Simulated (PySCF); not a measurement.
Shifts of the heteroatoms

Molfile (atoms numbered from 1):
```
C3H4Cl2OSi
     RDKit          3D

 11 10  0  0  0  0  0  0  0  0999 V2000
    2.5944    1.0957   -0.7644 O   0  0  0  0  0  0  0  0  0  0  0  0
    2.2057    0.1573   -0.1468 C   0  0  0  0  0  0  0  0  0  0  0  0
    3.3949   -0.9674    0.5667 Cl  0  0  0  0  0  0  0  0  0  0  0  0
    0.8528   -0.2666    0.1516 C   0  0  0  0  0  0  0  0  0  0  0  0
   -0.2573    0.3778   -0.2446 C   0  0  0  0  0  0  0  0  0  0  0  0
   -2.0405   -0.1702    0.1480 Si  0  0  0  0  0  4  0  0  0  0  0  0
   -0.1753    1.8076   -1.1725 Cl  0  0  0  0  0  0  0  0  0  0  0  0
    0.7454   -1.1663    0.7363 H   0  0  0  0  0  0  0  0  0  0  0  0
   -1.9592   -1.4004    0.9334 H   0  0  0  0  0  0  0  0  0  0  0  0
   -2.7021   -0.3842   -1.1355 H   0  0  0  0  0  0  0  0  0  0  0  0
   -2.6534    0.9193    0.9017 H   0  0  0  0  0  0  0  0  0  0  0  0
  1  2  2  0
  2  3  1  0
  2  4  1  0
  4  5  2  0
  5  6  1  0
  5  7  1  0
  4  8  1  0
  6  9  1  0
  6 10  1  0
  6 11  1  0
M  END
```

[PySCF 2.14: GFN2-xTB structure; σ from GIAO-PBE0/pcSseg-1; one conformer; averaged over atoms made equivalent by symmetry, fast rotation or ring inversion; no relativistic terms; no solvent]

Question: Predict the ²⁹Si NMR data.

Answer: 
```csv
atoms,environment,σ (ppm),δ (ppm)
Si6,"silicon bonded to C, 3 H",411.9,-58.6
```

Shieldings were converted by a linear fit to measured shifts: ²⁹Si: δ = 279.94 − 0.822σ (rms 8.9 ppm, 72 shifts, 25.8 ppm with the 6 outliers that the fit left out vs TMS, solution or neat liquid). A few per cent of atoms miss by over 2 rms, more outside the fitted compound classes.

On a 400 MHz spectrometer ²⁹Si resonates near 79.5 MHz, so 1 ppm is 79.5 Hz.

Question: Where does ¹⁷O resonate?

Answer: 
| atoms | environment | σ (ppm) | δ (ppm) |
| --- | --- | --- | --- |
| O1 | carbonyl oxygen | -251.4 | 495.7 |

Shieldings were converted by a linear fit to measured shifts: ¹⁷O (scatter 10.7 ppm rms, 12.2 ppm with the 3 outliers that the fit left out vs liquid water, solution or neat liquid). Occasional misses reach two or three times the rms, and more in compound classes unlike the fitted ones.

On a 600 MHz spectrometer ¹⁷O resonates near 81.3 MHz, so 1 ppm is 81.3 Hz.
